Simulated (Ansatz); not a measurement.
Cl₂Sr (SMILES [Cl][Sr][Cl]), singlet, at a GFN2-xTB geometry (such geometries of metal compounds can be far from the true shape) (core potentials on Sr). Base run: PBE/def2-SV(P) run with Ansatz (a first-principles code).

Geometry (Å):
```xyz
3

Sr     0.2912    -0.6109     0.1209
Cl     1.0803     1.0737    -1.5465
Cl    -1.7313     0.2920     1.2763
```
Charge 0, spin multiplicity 1.
All else is at Ansatz's defaults.
Base energy -950.60387 Eh.

Variants of this job, named by their change:

| change | ΔE vs base (kcal/mol) |
|---|---|
| base | 0.000 |
| point_charge = charge:0.5 position_ang:-2.5682, -4.1676, 0.5481 | 5.56 |
| point_charge = charge:-1.0 position_ang:-1.5521, 2.3922, 4.3373 | 7.64 |
| nuclear_model = gaussian | 0.508 |
| accuracy = high | 0.000 |
| final_grid = 6, 12, 29 | 0.004 |
| final_grid = 10, 20, 41 | -0.001 |
| lower_state_search = full | 0.000 |
| forces = on | 0.000 |
| point_charge = charge:1.0 position_ang:4.6229, -1.5819, 0.1085 | 13.03 |
| fitting.mean_field = def2-universal-JKFIT | -0.043 |
